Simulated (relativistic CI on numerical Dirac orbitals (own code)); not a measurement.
**Ni2+ in a cubic cluster: 2p photoemission with charge transfer**

Computed with a charge-transfer multiplet model of a cubic metal-ligand cluster with up to 2 ligand holes, Slater and spin-orbit integrals from Dirac-Coulomb-Breit ions, Slater integrals scaled by 0.7. The ground state mixes d8 with configurations of k ligand holes L, whose averages lie at kΔ + k(k − 1)U_dd/2; a core hole lowers each added d electron by U_cd. 300 K, Lorentzian 0.6 eV and Gaussian 0.8 eV FWHM.

Atomic integrals in eV (Slater integrals scaled, ζ unscaled), ground: F2dd 8.519, F4dd 5.287, zeta_d 0.080; with the core hole: F2dd 9.781, F4dd 6.109, zeta_d 0.114, zeta_core 11.406, F2cd 5.866, G1cd 4.475, G3cd 2.546.

Cluster parameters (eV): Δ = 4.9, U_dd = 8, 10Dq = 0.3, 10Dq(ligand) = 1, V(eg) = 1.85, V(t2g) = -0.97, final-state hopping factor = 1.

| Case | n_d | d8 | d9L | d10L2 | S |
| --- | --- | --- | --- | --- | --- |
| U_cd = 7.3 eV | 8.15 | 0.85 | 0.15 | 0.00 | 1.00 |
| U_cd = 7.9 eV | 8.15 | 0.85 | 0.15 | 0.00 | 1.00 |
| U_cd = 8.5 eV | 8.15 | 0.85 | 0.15 | 0.00 | 1.00 |
| U_cd = 9.1 eV | 8.15 | 0.85 | 0.15 | 0.00 | 1.00 |
| U_cd = 10.9 eV | 8.15 | 0.85 | 0.15 | 0.00 | 1.00 |

Weights, n_d and S are thermal averages at 300 K. Binding energies count from the first peak over 30 % of the highest in each spectrum, which can be another peak from case to case. The parameters are a model scan and need not match a compound or its usual spin state. Peaks in eV (height, largest 100):
- U_cd = 7.3 eV: 0.0 (100), 5.0 (31), 5.6 (31), 17.6 (47), 23.3 (28)
- U_cd = 7.9 eV: 0.0 (100), 5.8 (40), 9.7 (9), 17.6 (46), 23.5 (33)
- U_cd = 8.5 eV: 0.0 (100), 3.3 (13), 5.8 (51), 8.9 (13), 9.6 (13), 17.6 (46), 23.5 (37), 26.1 (9)
- U_cd = 9.1 eV: 0.0 (100), 5.8 (64), 8.6 (22), 9.9 (17), 17.5 (46), 23.4 (40), 25.8 (17)
- U_cd = 10.9 eV: 0.0 (100), 5.7 (82), 9.4 (59), 11.4 (28), 17.5 (47), 23.0 (39), 26.8 (54)

Curve for U_cd = 10.9 eV (points under 2 left out, the grid thinned):

(E (eV), Intensity): (-3.1, 2.0), (-2.3, 3.5), (-1.6, 7.2), (-0.8, 32.1), (-0.1, 97.1), (0.7, 55.4), (1.4, 19.8), (2.2, 10.1), (3.0, 7.8), (3.7, 7.7), (4.5, 13.8), (5.2, 51.9), (6.0, 74.5), (6.7, 31.3), (7.5, 24.7), (8.3, 41.6), (9.0, 53.3), (9.8, 53.1), (10.5, 27.2), (11.3, 27.5), (12.0, 20.0), (12.8, 11.5), (13.5, 5.2), (14.3, 2.8), (15.1, 2.8), (15.8, 4.2), (16.6, 15.3), (17.3, 44.6), (18.1, 29.3), (18.8, 12.6), (19.6, 5.5), (20.4, 3.5), (21.1, 3.5), (21.9, 8.3), (22.6, 31.1), (23.4, 28.3), (24.1, 8.7), (24.9, 6.4), (25.7, 17.6), (26.4, 44.0), (27.2, 40.3), (27.9, 14.4), (28.7, 10.3), (29.4, 4.9), (30.2, 2.0)

For the case U_cd = 9.1 eV, Δ = 4.9 eV is smaller than U_dd = 8 eV, the charge-transfer side of the Zaanen-Sawatzky-Allen scheme. With the core hole the configuration with one ligand hole lies at Δ − U_cd = -2.4, -3.0, -3.6, -4.2, -6.0 eV from the one without, in the order of the table; where this is negative the screened configuration lies lower, though the effective hopping of about 2.5 eV (from the holes of the mixed ground state) mixes the two strongly wherever it is as large as the gap.
